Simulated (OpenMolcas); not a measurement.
**Ti: thermal populations, the spin-orbit constant, worked from levels**

```json
{
  "Program": "OpenMolcas 26.06",
  "Basis": "ANO-L-VTZP [6s5p3d2f1g]",
  "Scalar Hamiltonian": "non-relativistic, point nucleus",
  "Active space": "2 electrons in 5 orbitals (3d)",
  "State averaging": "2S+1 = 3 even, 10 roots; 2S+1 = 1 even, 15 roots",
  "Spin-orbit coupling": "RASSI with atomic mean-field integrals over the reference wave functions, term energies averaged over their components"
}
```

Methods: CASSCF; SS-CASPT2, IPEA 0.25 Eh, imaginary shift 0.1 Eh (closed shells correlated: 3s 3p 4s). Measured levels: NIST Handbook of Basic Atomic Spectroscopic Data.

**Thermal populations.** Z = Σ (2J + 1) exp(-E/kT) with k = 0.695035 cm-1/K, over the levels below. No other level of either list lies under 6510 cm-1, which is above 7 kT at each temperature.

```tsv
Level	2J + 1	SS-CASPT2	measured
3d2 4s2 3F2	5	0.0	0.0
3d2 4s2 3F3	7	186	170
3d2 4s2 3F4	9	427	387
```

```tsv
T (K)	Z, SS-CASPT2	Z, measured levels	Ground level (%), SS-CASPT2	Ground level (%), measured levels
300	9.030	9.504	55.4	52.6
1000	15.225	15.638	32.8	32.0
```

At 1000 K, kT = 695 cm-1, and the computed levels give Z = 5.000 + 5.356 + 4.869 = 15.225.

**The spin-orbit constant.** For the Hund term 3F of d2, E(J) = (A/2) J(J+1) + constant and ζ = 2S·A = 2A. From J = 2 to J = 4 the energy changes by 7 A.

```json
{"Source": "CASSCF", "E(4) - E(2)": "425.2", "A": "60.7", "ζ": "121"}
{"Source": "SS-CASPT2", "E(4) - E(2)": "426.7", "A": "61.0", "ζ": "122"}
{"Source": "measured", "E(4) - E(2)": "386.9", "A": "55.3", "ζ": "111"}
```

All in cm-1. SS-CASPT2 is off by +10.3 % and CASSCF by +9.9 %. Both methods take the spin-orbit matrix elements from the reference wave functions, so the second can move ζ only through the term energies and any multistate remixing. Second-order mixing with other terms is absorbed into this ζ.

CASPT2 breaks the degeneracy within a term, and the mean is taken; among the terms shown or strongly mixed into the levels shown the widest spread is 1300 cm-1 (3d2 4s2 1G, SS-CASPT2). With the s shell closed, the reference lacks s² → p², s² → d² and s → d mixing, so excited terms can stand far too high and out of order, with CASPT2 too. Without dynamic correlation excited terms often stand tens of per cent too high (terms of higher spin than the ground term too low), and those without a measured partner can miss by more than the paired ones (holds for CASSCF). Some terms miss by over 15 % even with CASPT2, which points to a basis or an active space too small for the shells correlated (holds for SS-CASPT2). Computed and measured levels are paired by configuration, term and J; levels that our copy of the source lacks, or whose pairing is in doubt (as where it misses far off the trend of its configuration), stay unpaired and out of the deviations. Only configurations of the active space appear.
